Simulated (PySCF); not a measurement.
Ground-state electric properties of a mixed set of molecules.

All values: CAM-B3LYP/def2-SVPD (PySCF) at PBE0-D3(BJ)/def2-SVP geometries, gas phase, one conformer each. Core orbitals are frozen in the response; Δα² is half the sum of the squared differences of the principal polarisabilities.

**Question.** Rank by HOMO–LUMO gap, highest first.
A. `C[C@@H]1C[Si@H]1C(F)(F)F`
B. `[SiH3]O[C@@H]1CCOBO1`
C. `[SiH3][N]([SiH3])[Al]1[CH2]CC[CH2]1`
D. `CC#C[Si](O)(O)OCC`
E. `FC([C@H]1[SiH2]CC1)(F)F`
F. `C=CCO[SiH2]OC(C)=O`

**Answer.** E (10.67 eV), B (10.38 eV), F (10.08 eV), D (9.95 eV), A (9.42 eV), C (8.68 eV).

**Question.** Rank by HOMO energy, highest first.
A. `[SiH3][N]([SiH3])[Al]1[CH2]CC[CH2]1`
B. `C=CC[Si]1(O)OCCO1`
C. `[C@@H]1(O[SiH3])CCOBO1`
D. `FC(F)(F)[C@@H]1CC[SiH2]1`
E. `C=CCO[SiH2]OC(C)=O`

**Answer.** A (-8.36 eV), B (-8.57 eV), E (-9.12 eV), C (-9.48 eV), D (-9.80 eV).

**Question.** Rank by vertical ionisation energy (ΔSCF), highest first.
A. `[CH2]1[Al]([CH2]CC1)[N]([SiH3])[SiH3]`
B. `[SiH3]O[C@@H]1CCOBO1`
C. `O([Si](C#CC)(O)O)CC`
D. `C[C@@H]1C[Si@H]1C(F)(F)F`
E. `FC(F)(F)[C@@H]1CC[SiH2]1`

**Answer.** E (10.58 eV), B (10.21 eV), C (9.95 eV), D (9.28 eV), A (8.98 eV).

All values together:

```tsv
SMILES	formula	μ (D)	HOMO (eV)	LUMO (eV)	α (Å³)	Δα (Å³)	electrons	α per electron (Å³)	ΔSCF removal energy (eV)
C=CC[Si]1(O)OCCO1	C5H10O3Si	1.62	-8.57	0.79	13.22	2.85	78	0.169	9.36
C=CCO[SiH2]OC(C)=O	C5H10O3Si	1.51	-9.12	0.97	14.37	6.52	78	0.184	9.97
[SiH3][N]([SiH3])[Al]1[CH2]CC[CH2]1	C4H14AlNSi2	0.42	-8.36	0.32	19.27	5.97	86	0.224	8.98
[SiH3]O[C@@H]1CCOBO1	C3H9BO3Si	2.00	-9.48	0.90	12.31	3.02	70	0.176	10.21
C[C@@H]1C[Si@H]1C(F)(F)F	C4H7F3Si	2.47	-8.51	0.91	11.46	3.33	72	0.159	9.28
CC#C[Si](O)(O)OCC	C5H10O3Si	3.60	-9.18	0.76	14.07	4.91	78	0.180	9.95
FC(F)(F)[C@@H]1CC[SiH2]1	C4H7F3Si	2.61	-9.80	0.88	10.89	1.67	72	0.151	10.58
```

Conformers: `[CH2:1]=[CH:2][CH2:3][Si:4]1([OH:5])[O:6][CH2:7][CH2:8][O:9]1` with C1–C2–C3–Si4 -96°, C2–C3–Si4–O5 -173°, C3–Si4–O5–H -173°, C3–Si4–O6–C7 -104°, Si4–O6–C7–C8 -28°, O6–C7–C8–O9 33°, C7–C8–O9–Si4 -24°; `[CH2:1]=[CH:2][CH2:3][O:4][SiH2:5][O:6][C:7]([CH3:8])=[O:9]` with C1–C2–C3–O4 131°, C2–C3–O4–Si5 167°, C3–O4–Si5–O6 -163°, O4–Si5–O6–C7 -179°, Si5–O6–C7–C8 179°; `[SiH3:1][N:2]([SiH3:3])[Al:4]1[CH2:5][CH2:6][CH2:7][CH2:8]1` with N2–Al4–C5–C6 168°, Al4–C5–C6–C7 36°, C5–C6–C7–C8 -53°, C6–C7–C8–Al4 36°; `[SiH3:1][O:2][C@@H:3]1[CH2:4][CH2:5][O:6][BH:7][O:8]1` with Si1–O2–C3–C4 123°, O2–C3–C4–C5 -172°, C3–C4–C5–O6 53°, C4–C5–O6–B7 -27°, C5–O6–B7–O8 -2°; `[CH3:1][C:2]#[C:3][Si:4]([OH:5])([OH:6])[O:7][CH2:8][CH3:9]` with C3–Si4–O5–H 52°, C3–Si4–O6–H 65°, C3–Si4–O7–C8 53°, Si4–O7–C8–C9 -165°; `[F:1][C:2]([F:3])([F:4])[C@@H:5]1[CH2:6][CH2:7][SiH2:8]1` with C2–C5–C6–C7 -98°, C5–C6–C7–Si8 -19°, C6–C7–Si8–C5 15°, C2–C5–Si8–C7 99°.

**Question.** By how much does the ΔSCF value exceed −ε(HOMO) over the species that have both?

**Answer.** By 0.62 to 0.85 eV, 0.76 eV on average, over 7 species.
